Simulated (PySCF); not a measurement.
# Shapes and spin states of [RhBr2]+

Level of theory: B3LYP/[Rh def2-SVP with ECP28, Br def2-SVP], scalar-relativistic core potentials, density fitting, no spin–orbit coupling, PySCF.

Relaxations began from a few typed shapes and spin states; open shells are unrestricted. The search is not exhaustive: other isomers or separated fragments can lie lower, and high-lying points may rest on an excited occupation.

```tsv
spin	group	bonds	angles	imaginary modes (cm⁻¹)	ΔE (kJ/mol)	ΔE with ZPE (kJ/mol)
quintet	D∞h	Rh–Br 2.354 Å (×2)	Br–Rh–Br 180.0°	none	0.0	0.0
triplet	C2v	Rh–Br 2.273 Å (×2)	Br–Rh–Br 111.4°	none	24.4	25.0
broken-symmetry Ms = 1 (⟨S²⟩ 2.71)	D∞h	Rh–Br 2.335 Å (×2)	Br–Rh–Br 180.0°	none	36.1	36.5
singlet (closed shell, unstable to spin polarisation)	C2v	Rh–Br 2.267 Å (×2)	Br–Rh–Br 105.9°	none	78.0	78.5
```

The lowest minimum found is the quintet D∞h: Rh–Br 2.354 Å (×2); Br–Rh–Br 180.0°.

Formally Rh is in oxidation state +3, d6, with 4 unpaired electrons (the high-spin count). The Mulliken spin on Rh is 2.59. The polar-tensor charge on Rh, 1.05, is far below the formal one.

For the lowest minimum: with open d or f shells other occupations or spin states may lie lower.

The electron or spin density has lower symmetry than the nuclear frame for the broken-symmetry Ms = 1 (⟨S²⟩ 2.71) D∞h at 36.1 kJ/mol.
